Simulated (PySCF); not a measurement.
Ga(F)3(SH2), H₂F₃GaS, singlet, CAM-B3LYP/def2-SVP optimised geometry.

```
7

Ga    -0.56    -1.32     0.00
F     -1.38    -1.89    -1.42
F      1.19    -1.32     0.00
F     -1.34    -1.54     1.55
S     -0.81     1.18     0.00
H     -1.19     1.13     1.30
H      0.50     1.32     0.30
```

Density from CAM-B3LYP/def2-TZVP (PySCF) at that geometry.

Minimum of the electron density along straight lines between bonded atoms, close to the bond critical point (lines longer than 1.1 times the sum of covalent radii, or with two minima, are not listed):

```
bond    length / Å  ρ at the minimum / e bohr⁻³  ∇²ρ there / e bohr⁻⁵  position (fraction from the first atom)
------  ----------  ---------------------------  --------------------  ---------------------------------------
Ga1–F2       1.737                        0.138                  0.89                                     0.49
Ga1–F3       1.746                        0.135                  0.87                                     0.49
Ga1–F4       1.747                        0.134                  0.87                                     0.49
S5–H6        1.352                        0.216                 -0.64                                     0.66
S5–H7        1.352                        0.216                 -0.64                                     0.66
```
